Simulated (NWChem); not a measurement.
Isomers of C$_{4}$H$_{7}$F, each optimised at B3LYP/6-31G* with NWChem, gas phase unless a solvent is named. Flexible species stand in one conformer each, which need not be the lowest. Pople sets run with spherical d functions. Relative energies count from the lowest isomer at each level and are electronic, without zero-point energy, on those geometries.

A: C1(CC1)(F)C
B: C[C@H]1C[C@@H]1F
C: FC1CCC1
D: FC=C(C)C

Q: Which isomer is lowest, and do the levels agree? Levels: B3LYP/6-31G*; PBE/def2-TZVP; B3LYP/def2-TZVP; CAM-B3LYP/def2-TZVP; PBE0/def2-TZVP; r2SCAN/def2-TZVP.

A: All put D lowest.
| quantity | A | B | C | D |
|---|---|---|---|---|
| relative energy, B3LYP/6-31G* (kcal/mol) | 8.5 | 12.0 | 6.4 | 0.0 |
| relative energy, PBE/def2-TZVP (kcal/mol) | 6.8 | 9.9 | 5.1 | 0.0 |
| relative energy, B3LYP/def2-TZVP (kcal/mol) | 9.4 | 12.5 | 8.0 | 0.0 |
| relative energy, CAM-B3LYP/def2-TZVP (kcal/mol) | 7.2 | 10.6 | 5.7 | 0.0 |
| relative energy, PBE0/def2-TZVP (kcal/mol) | 4.9 | 8.0 | 2.7 | 0.0 |
| relative energy, r2SCAN/def2-TZVP (kcal/mol) | 6.3 | 10.0 | 5.4 | 0.0 |
